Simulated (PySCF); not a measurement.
# How methods differ on the excitation energy of Be

Be [He] 2s2 (1S) → Be [He] 2s1 3s1 (3S), as a difference of total energies. Calculation: PySCF 2.14, in dyall-av3z; scalar relativity by spin-free X2C-1e. Correlated levels: valence: 1s2 frozen; virtual orbitals above 40 to 60 times the deepest correlated orbital energy dropped. The calculations carry no spin-orbit coupling.

```
           method  excitation energy (eV)  error (eV)
              UHF                   5.324      -1.133
    MP2 (valence)                   6.064      -0.393
SCS-MP2 (valence)                   6.259      -0.198
   CCSD (valence)                   6.438      -0.019
```

Reference: 6.457 eV (measured; NIST levels).

Errors of the correlated levels include the incompleteness of this basis and the frozen core.

With two correlated electrons CCSD is exact in that space.
